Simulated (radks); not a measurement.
Spherical quantum dot in the effective-mass picture: electrons in a well V = -V0 / (1 + exp((r - R)/a)) with V0 = 17.5, R = 2.3, a = 0.24, all in effective atomic units (hartree* = m*/eps^2 hartree, bohr* = eps/m* bohr), one dielectric constant everywhere. Method: non-relativistic Kohn-Sham, LDA (Slater exchange, Perdew-Wang correlation), spin-polarised, spherical densities; computed with a radial shooting solver with Libxc functionals. Levels are named by radial order and angular momentum (1s, 1p, 1d, 2s, ...), and open shells are averaged over m. Each electron was tried in the lowest free levels, single moves between levels near the top were tried too, and the lowest total energy was kept; such a search can miss a lower state. The series stops at N = 19: beyond it a trial failed or the search could not be trusted, so later rows were left out. At N = 1 the Hartree and exchange-correlation terms need not cancel, so that row can carry a self-interaction error.

N	open shells	2S	mu = E(N) - E(N-1) (hartree*)	addition energy mu(N+1) - mu(N) (hartree*)	e(HOMO) (hartree*)	rms radius (bohr*)
1	1s(up 1, down 0)	1	-16.199	0.7836	-15.898	1.119
2	none	0	-15.416	1.687	-15.109	1.157
3	1p(up 1, down 0)	1	-13.729	0.5858	-13.439	1.244
4	1p(up 2, down 0)	2	-13.143	0.5984	-12.845	1.292
5	1p(up 3, down 0)	3	-12.545	0.7640	-12.244	1.326
6	1p(up 3, down 1)	2	-11.781	0.5666	-11.500	1.354
7	1p(up 3, down 2)	1	-11.214	0.5766	-10.926	1.377
8	none	0	-10.637	1.748	-10.348	1.396
9	1d(up 1, down 0)	1	-8.8898	0.5407	-8.6199	1.425
10	1d(up 2, down 0)	2	-8.3491	0.5420	-8.0782	1.449
11	1d(up 3, down 0)	3	-7.8071	0.5421	-7.5360	1.470
12	1d(up 4, down 0)	4	-7.2650	0.5414	-6.9942	1.489
13	1d(up 5, down 0)	5	-6.7237	0.6856	-6.4533	1.505
14	1d(up 5, down 1)	4	-6.0380	0.5240	-5.7764	1.521
15	1d(up 5, down 2)	3	-5.5140	0.5253	-5.2515	1.535
16	1d(up 5, down 3)	2	-4.9887	0.5255	-4.7259	1.548
17	1d(up 5, down 4)	1	-4.4632	0.5251	-4.2005	1.560
18	none	0	-3.9381	1.553	-3.6758	1.572
19	2s(up 1, down 0)	1	-2.3850	-	-2.0827	1.575

All shells are closed at N = 2, 8, 18 (there: 1s2 1p6 1d10); the second difference of the energy has clear peaks (12 % above both neighbours; the first and last values, which can be the largest, are not judged, and half-filled shells can peak too) at N = 2, 5, 8, 13.
